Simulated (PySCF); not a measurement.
Nuclear quadrupole coupling in `C#C[C@@H](C)[C@@H](F)/C=C/C#N`

Species: C8H8FN.
Structure used (PBE0-D3(BJ)/def2-SVP), in Å, numbered top down from 1:
```xyz
18
C8H8FN angstrom
C     -2.3515   -1.3565   -0.6063
C     -1.6157   -0.3976   -0.6776
C     -0.7097    0.7454   -0.7441
C     -0.7172    1.5797    0.5366
C      0.7111    0.2749   -1.1148
F      1.4874    1.3878   -1.3281
C      1.3290   -0.6001   -0.0778
C      2.5002   -0.3245    0.5114
C      3.0773   -1.1700    1.5037
N      3.5582   -1.8468    2.3137
H     -3.0120   -2.2022   -0.5475
H     -1.0313    1.3837   -1.5859
H      0.0017    2.4058    0.4459
H     -0.4413    0.9689    1.4084
H     -1.7162    2.0005    0.7145
H      0.6548   -0.2862   -2.0663
H      0.7650   -1.5002    0.1853
H      3.0549    0.5785    0.2394
```

Field gradients from the PBE0/pcSseg-1 density (PySCF, non-relativistic), principal values in atomic units, ordered |Vxx| ≤ |Vyy| ≤ |Vzz|:

```csv
atom,Vxx,Vyy,Vzz
N10,0.4498,0.4897,-0.9395
```

Question: Find the asymmetry η = (Vxx − Vyy)/Vzz and the couplings χ = eQV/h (234.96 MHz × Q in barn × V in au), with Q(14N) = 0.02044 b.

Answer: 
```json
{"atom": "N10", "environment": "nitrile nitrogen", "nucleus": "14N", "η": "0.04", "χzz (MHz)": "-4.512", "χxx (MHz)": "2.160", "χyy (MHz)": "2.352"}
```

The gradient is axial or nearly so (η below 0.05) at N10. 

Question: What is Vzz at N10 in SI units (1 au = 9.71736 × 10²¹ V/m²)?

Answer: -0.9395 au = -9.130 × 10²¹ V/m².

Question: And the gradient at the other heavy atoms, for which no coupling is worked out here?

Answer: 
```
atom             environment  Vzz (au)     η
  C1  terminal alkyne carbon    -0.271  0.15
  C2           alkyne carbon    -0.280  0.04
  C3      propargylic carbon     0.119  0.95
  C4           methyl carbon     0.123  0.07
  C5          sp3 C–F carbon     0.514  0.16
  F6          alkyl fluorine     3.010  0.03
  C7        alkene CH carbon     0.371  0.26
  C8        alkene CH carbon    -0.236  0.50
  C9          nitrile carbon    -0.381  0.03
```

Were the hydrogens deuterons (Q(2H) = 0.00286 b), χzz would run from 178 kHz (H16) to 229 kHz (H11).

The structure is a single PBE0-D3(BJ)/def2-SVP conformer in the gas phase; no vibrational or solvent corrections. A larger basis could move these couplings by a tenth or more.

The run behind these numbers computed NMR shieldings as well. Hardware: Arm Neoverse V1, one thread, no GPU, shared host. Cost: 34 s of wall time.
